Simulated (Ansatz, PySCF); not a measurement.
This singlet lies 0.72 eV below the relaxed triplet at the level frozen-core CCSD(T)/cc-pVTZ // PBE0-D3(BJ)/def2-TZVP (Ansatz, an electronic-structure program).

Cartesian coordinates (Å):
```xyz
7

B     -1.4592    -0.0790    -0.0758
Si     0.2655    -1.0588    -0.2273
N      1.4952     0.0812     0.0777
H     -2.0343     0.3166    -1.0537
H     -2.1130    -0.1290     0.9310
H      2.4656    -0.1889     0.0557
H      1.3804     1.0580     0.2924
```
Charge 0, multiplicity 1.

Question: Predict the total energy, HOMO–LUMO gap, LUMO, dipole moment and HOMO from PySCF 2.14.0 with PBE0-D3(BJ)/def2-TZVP.

Answer: 
```
Property             Result
-------------  ------------
total energy   -371.2604 Ha
HOMO–LUMO gap       3.71 eV
LUMO               -2.13 eV
dipole moment        2.41 D
HOMO               -5.83 eV
```
